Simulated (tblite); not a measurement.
Calculated harmonic vibrations of the isolated species, GFN2-xTB (tblite), most abundant isotopes, no scaling. This tight-binding method is rough: wavenumbers can miss measured ones by several per cent, in bad cases by 10 to 20. Modes of hydrogen on phosphorus and silicon can be 10 to 20 % off. One conformer each. Open shells enter through the occupations alone, without spin polarisation, and single modes of such species can be off by tens of per cent. Thermal functions are those of the rigid rotor and harmonic oscillator, without mixing of conformers.

Question: Order these by their ideal-gas entropy at 200 K and 1 bar, highest first (cal/(mol K)).
A. `N#Cc1pcpcp1`
B. `O=C[SiH2]C/C([SiH3])=C\F`
C. `O=C(O)[CH]O[SiH3]` [radical]
D. `CCN([PH-])C`

Answer: B (90.1), A (79.2), D (74.6), C (73.5).

```tsv
SMILES	atoms	mass (u)	symmetry number	modes under 300 cm⁻¹	ZPE (kcal/mol)	S translation (cal/(mol K))	S rotation	S vibration	S spin	S	Cp
O=C[SiH2]C/C([SiH3])=C\F	17	148.02	1	9	68.9	38.9	28.5	22.7	0.0	90.1	32.3
N#Cc1pcpcp1	10	156.94	2	5	30.6	39.1	27.1	13.0	0.0	79.2	23.5
CCN(C)[PH-]	14	90.05	1	5	72.0	37.4	25.5	11.7	0.0	74.6	21.4
O=C(O)[CH]O[SiH3]	11	105.00	1	3	42.2	37.9	25.8	8.4	1.4	73.5	20.7
```

Entropies and Cp are for 200 K and 1 bar.
